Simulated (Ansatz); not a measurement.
Coupled-cluster diagnostics for Li6H7⁻, Ansatz.

Geometry of the singlet (PBE0-D4/def2-TZVPD):

```xyz
13

Li   -1.211    1.224   -0.659
Li   -1.316   -0.190    1.412
Li    1.193   -1.086    0.894
Li   -0.573   -1.526   -0.638
Li    0.693    0.155   -1.608
Li    1.216    1.400    0.562
H    -0.687   -1.917    1.198
H    -0.014    0.144    0.233
H    -2.238    1.236    0.873
H    -1.118   -0.232   -1.869
H     1.268   -1.497   -0.957
H     0.693    1.968   -1.120
H     2.093    0.321    1.678
```

Correlated methods freeze no core orbitals; core or outer-core shells of Li are correlated, in sets that lack core-valence functions. The structure comes from a short search, and lower isomers may exist.

Q: Estimate the CCSD(T) correlation energy, the shares of MP2 and (T), T1 and the reference's ⟨S²⟩ for: charge -1, singlet, own geometry in def2-TZVPPD; and the rough time on 4 threads of Arm Neoverse V2 on a shared host.

A: 
```csv
state,basis,correlation (eV),MP2 share (%),(T) share (%),T1,⟨S²⟩ (pure),wall time
"charge -1, singlet, own geometry",def2-TZVPPD,-13.528,82.9,1.1,0.007,0.00 (0.00),7.2 min
```
Customary marks for T1 are 0.02 (closed shells), 0.045 (open shells) and about 0.05 (3d metals). T1 stays under 0.02 throughout.
